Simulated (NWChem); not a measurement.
Species: C₄H₄F₂; SMILES C1(F)CCC=1F

```xyz
10

F      1.6090     0.0000     1.1355
C      0.6673     0.0000     0.1921
C     -0.6673     0.0000     0.1921
F     -1.6090     0.0000     1.1355
C     -0.7895     0.0000    -1.3104
C      0.7895     0.0000    -1.3104
H     -1.2386     0.8948    -1.7548
H     -1.2386    -0.8948    -1.7548
H      1.2386    -0.8948    -1.7548
H      1.2386     0.8948    -1.7548
```
Atoms are numbered in this order, from 1.

Computed with NWChem. Medium grid unless said otherwise, to which SCAN and Minnesota functionals are sensitive. Geometry: optimised at B3LYP/6-31G* (spherical d).

### Question
Predict the results for r2SCAN/def2-TZVP. Quantities: highest occupied level (eV); orbital gap (eV); dipole (D).

### Answer
```json
{
  "highest occupied level (eV)": "-6.01",
  "orbital gap (eV)": "6.12",
  "dipole (D)": "2.25"
}
```
